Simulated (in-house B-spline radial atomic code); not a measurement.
**PBE excitations of Ge4+**

Method: PBE. Computed with a B-spline radial code for spherical atoms: linear response of the closed shell [Ar] 3d10 with the functional's adiabatic kernel; scalar-relativistic (spin-free one-electron X2C), finite nucleus, no spin-orbit coupling, no double excitations, S, P, D and F terms only. Only terms of natural parity with L up to 3 were computed.

Command:
```bash
python run_td.py task.json out
```
Settings (radii: box in bohr, nucleus in fm):
```
Z                        32
electrons                28
configuration            [Ar] 3d10
hamiltonian              x2c
method                   pbe,pbe
box_radius               19.1
rms_radius               4.0742
intervals                72
```

Run time, properties included: 1.6 s on 1 thread of Intel(R) Xeon(R) Platinum 8259CL CPU @ 2.50GHz (Skylake/Cascade Lake) (shared host).

The lowest states, in the order of their Tamm-Dancoff energies; the method's threshold (minus the highest occupied level) is 78.03 eV. Labels give the largest channel, * marks a mixed state, and oscillator strengths are full-response dipole values. Semilocal kernels can invert the small singlet-triplet splittings of Rydberg terms. Energies in eV:

```json
{"state": "3d → 4s 3D", "full response": "25.279", "Tamm-Dancoff": "25.297", "oscillator strength": "-"}
{"state": "3d → 4s 1D", "full response": "25.964", "Tamm-Dancoff": "25.972", "oscillator strength": "-"}
{"state": "3d → 4p 3P", "full response": "?", "Tamm-Dancoff": "?", "oscillator strength": "-"}
{"state": "3d → 4p 3F", "full response": "36.60", "Tamm-Dancoff": "36.61", "oscillator strength": "-"}
{"state": "3d → 4p 1F", "full response": "37.03", "Tamm-Dancoff": "37.03", "oscillator strength": "-"}
{"state": "3d → 4p 1P", "full response": "38.04", "Tamm-Dancoff": "38.12", "oscillator strength": "0.536"}
{"state": "3d → 4d 3S", "full response": "51.82", "Tamm-Dancoff": "51.85", "oscillator strength": "-"}
{"state": "3d → 4d 3D", "full response": "52.53", "Tamm-Dancoff": "52.54", "oscillator strength": "-"}
{"state": "3d → 4d 1D", "full response": "?", "Tamm-Dancoff": "?", "oscillator strength": "-"}
{"state": "3d → 5s 3D", "full response": "55.18", "Tamm-Dancoff": "55.19", "oscillator strength": "-"}
```

(1) Where does 3d → 4d 1D lie?

(2) Where does 3d → 4p 3P lie?

(3) How large is the singlet-triplet splitting of 3d → 4s (D terms) in Tamm-Dancoff?

(4) What polarisabilities and dispersion coefficient does the method give?

Answers

(1) At 53.01 eV in full response, 53.03 eV in Tamm-Dancoff.

(2) At 36.44 eV in full response, 36.46 eV in Tamm-Dancoff.

(3) 0.675 eV, from the unrounded values.

(4) Dipole 0.8738 bohr³, quadrupole 1.344 bohr⁵, C6 1.675 hartree·bohr⁶ for two such species.
